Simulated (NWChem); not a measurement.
A series in which one site is exchanged, each optimised at PBE0/def2-SVP with NWChem, gas phase unless a solvent is named. All stand in one matching conformer (torsions within 35°), which need not be the lowest. Some are not confirmed as minima by frequencies. def2 effective core potentials on In; no spin-orbit coupling.

A: [CH3][GaH][NH2] (CH6GaN; site = Ga)
B: [CH3][AlH][NH2] (CH₆AlN; site = Al)
C: CBN (CH6BN; site = B)
D: [CH3][InH][NH2] (CH₆InN; site = In)

```json
[
 {"quantity": "dipole (D), PBE0/def2-SVP", "A": "[?]", "B": "1.31", "C": "1.78", "D": "0.67"},
 {"quantity": "orbital gap (eV), PBE0/def2-SVP", "A": "[?]", "B": "7.25", "C": "9.29", "D": "5.96"},
 {"quantity": "static polarisability, PBE/def2-SVPD (bohr³)", "A": "[?]", "B": "53.4", "C": "40.1", "D": "65.0"},
 {"quantity": "lowest singlet excitation, PBE/def2-SVPD, TDA (eV)", "A": "[?]", "B": "5.62", "C": "6.99", "D": "4.76"}
]
```

Q: What belongs in the gaps?

A: 
- dipole (D), PBE0/def2-SVP, A: 1.04
- orbital gap (eV), PBE0/def2-SVP, A: 6.95
- static polarisability, PBE/def2-SVPD (bohr³), A: 55.1
- lowest singlet excitation, PBE/def2-SVPD, TDA (eV), A: 5.58
